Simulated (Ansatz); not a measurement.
AlFH$_{4}$NOP, SMILES `[NH2][Al]([F])[PH]O`. The species carries charge 0 and has multiplicity 1.

| atom | x (Å) | y (Å) | z (Å) |
| --- | --- | --- | --- |
| N1 | -0.3744 | -1.3545 | -1.1256 |
| Al2 | -0.8996 | 0.2196 | -0.5555 |
| F3 | -2.3572 | 0.8261 | -1.0427 |
| P4 | 0.4880 | 1.5421 | 0.7761 |
| O5 | 1.5535 | 0.3182 | 1.2007 |
| H6 | 0.4863 | -1.7809 | -0.8228 |
| H7 | -0.8879 | -1.9696 | -1.7348 |
| H8 | -0.4131 | 1.4933 | 1.8851 |
| H9 | 2.4044 | 0.7058 | 1.4194 |

**Question.** What are the harmonic wavenumbers in cm⁻¹ at PBE0-D4/def2-TZVP (Ansatz, finite differences of forces, unscaled)? (Estimate.)

**Answer.** The calculation gave: 60, 85, 177, 192, 222, 279, 373, 407, 411, 610, 650, 774, 798, 904, 925, 1090, 1556, 2330, 3611, 3706, 3875.

**Question.** Is this a minimum?

**Answer.** Yes, all 21 modes are real.

**Question.** Give the ideal-gas thermochemistry at 298.15 K and 1 bar (rigid rotor, harmonic oscillator; point group C1, symmetry number 1).

**Answer.** Zero-point energy 137.8 kJ/mol; H(298) − E = 161.5 kJ/mol; entropy 370.2 J/(mol·K), of which translation 167.6, rotation 115.7, vibration 86.9; G(298) − E = 51.1 kJ/mol. Modes under 100 cm⁻¹ are hindered rotations or soft bends, so the harmonic entropy is rough.

**Question.** And at 400, 500, 600, 800 and 1000 K?

**Answer.** 
```
T (K)  H − E (kJ/mol)  S (J/mol/K)  G − E (kJ/mol)
  400           174.3        407.1            11.5
  500           188.2        438.1           -30.8
  600           203.0        465.1           -76.0
  800           234.6        510.5          -173.7
 1000           268.1        547.8          -279.7
```
